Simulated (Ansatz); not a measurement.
## From Ti to Hf: the HOMO–LUMO gap

Gas-phase molecules, one atom swapped for its congeners: C9H17NTi `C[N](C)[Ti]1234([CH3])([CH3])[CH]5[CH]1[CH]2[CH]3[CH]54`; C9H17NZr `C[N](C)[Zr]1234([CH3])([CH3])[CH]5[CH]1[CH]2[CH]3[CH]54`; C9H17HfN `C[N](C)[Hf]1234([CH3])([CH3])[CH]5[CH]1[CH]2[CH]3[CH]54`. All are singlets with charge 0.

Shapes, held fixed at every level: PBE0-D4/def2-TZVP. Flexible molecules stand in one conformer, not always the lowest. Programs: Ansatz 0.2.0. Values in eV.

```tsv
level	C9H17NTi	C9H17HfN
SPW92/def2-TZVPP	2.79	3.58
r2SCAN-D4/def2-TZVPP	3.23	4.11
B3LYP-D4/def2-TZVPP	4.65	5.37
BHLYP-D4/def2-TZVPP	7.36	7.87
r2SCAN0-D4/def2-TZVPP	5.33	6.02
wB97X-V/def2-TZVPP	9.55	10.14
```

(1) Estimate the column for C9H17NZr from its neighbours.

Answers

(1) The mean of the neighbours at wB97X-V/def2-TZVPP is 9.85 eV, against 9.92 from the run. All rows: SPW92/def2-TZVPP 3.42; r2SCAN-D4/def2-TZVPP 3.90; B3LYP-D4/def2-TZVPP 5.14; BHLYP-D4/def2-TZVPP 7.63; r2SCAN0-D4/def2-TZVPP 5.80; wB97X-V/def2-TZVPP 9.92 eV. At wB97X-V/def2-TZVPP the HOMO–LUMO gap rises at every step, from 9.55 to 10.14 eV. Every level shows the same order. For atoms past krypton def2 sets carry core potentials with scalar relativity. Orbital gaps aren't excitation energies, and the LUMO depends on the basis.
